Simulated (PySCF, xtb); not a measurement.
H4O2SeSi, SMILES [Se](O[SiH3])O.

GFN2-xTB (xtb) at its own geometry gives an orbital gap of 3.16 eV and a dipole moment of 2.55 D.

Geometry optimised at PBE-D3(BJ)/def2-SVP. Other conformers were not sampled.

Problem. What does HF/def2-TZVP (PySCF) give? (An estimate is asked for; the answer gives what the named calculation found.)

Solution. gap 11.96 eV (levels -9.71 and 2.25 eV), dipole 2.47 D.
